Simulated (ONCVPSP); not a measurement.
Ranking ONCV potentials for O

All share these settings but for the change named:

- Element: oxygen
- Generator: ONCVPSP 4.0.1
- Type: optimised norm-conserving Vanderbilt (ONCV)
- Functional: PBE
- Relativity: non-relativistic
- Frozen core: [He]
- Valence charge: 6
- Reference configuration: 2s2 2p4
- Partial waves: 2s: rc 0.70 bohr, ncon 4, nbas 7, qcut 9.3 1/bohr, 2 projectors, debl 3.9 Ha; 2p: rc 2.15 bohr, ncon 4, nbas 7, qcut 5.4 1/bohr, 2 projectors, debl 0.7 Ha
- Local potential: polynomial inside 0.70 bohr (lpopt 5, dvloc0 0 Ha)
- Core correction: Teter function fitted to the true core (icmod 2), fcfact 0.15

Test errors are all-electron minus pseudo excitation energies from the reference, over 2s2 2p3; 2s2 2p2; 2s2 2p1; 2s1 2p4. None of these files shows a bound ghost.

The base gives 4517.1 meV.

Of 7 variants that were run, those that failed, showed a ghost or another fault, or gave nearly equal values are left out.

Rank these variants by their largest absolute test error, smallest first.
A. s: qcut 10.4; p: qcut 6
B. s: qcut 6.9; p: qcut 4
C. s: qcut 12.4; p: qcut 7.2
D. s: qcut 8.3; p: qcut 4.8

C (3129.3 meV), A (3945.7 meV), D (5251.8 meV), B (6530.7 meV).
